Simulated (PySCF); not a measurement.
Structure with atom numbers: `[SiH3:1][C:2]1=[CH:3][PH:4]1`. Hydrogens are named by the atom that carries them.

How the numbers were obtained: geometry from GFN2-xTB, NMR shieldings at PBE0/pcSseg-1/GIAO, in PySCF (isolated molecule, one conformer, non-relativistic, fast rotation and ring inversion assumed for equivalent nuclei).

Referencing at the same level of theory: TMS for 13C, 1H, 29Si; 31P vs H3PO4.

| atoms | nucleus | count | Hirshfeld charge | δ (ppm) |
| --- | --- | --- | --- | --- |
| C3 | 13C | 1 | -0.07 | 143.1 |
| H(P4) | 1H | 1 | -0.04 | 1.52 |
| H(Si1) | 1H | 3 | -0.07 | 4.60 |
| H(C3) | 1H | 1 | 0.07 | ? |
| P4 | 31P | 1 | 0.05 | ? |
| C2 | 13C | 1 | -0.13 | 126.6 |
| Si1 | 29Si | 1 | 0.33 | -79.7 |

Complete the table.

Answers


- H(C3): 8.94 ppm, hydrogen on an alkene CH
- P4: -288.9 ppm, phosphorus bonded to 2 C, H, in a 3-membered ring

Shifts are as computed. Against solution values, carbons near 30 ppm lie about +3 ppm off and those near 130 ppm about +5 ppm. Of 1211 compounds with measured shifts, 218 miss one by over three times the rms of a fit or turn the order of signals round; such compounds aren't used in these exercises. Experimental scales use liquid or dissolved standards, which lie at an offset from isolated H3PO4.
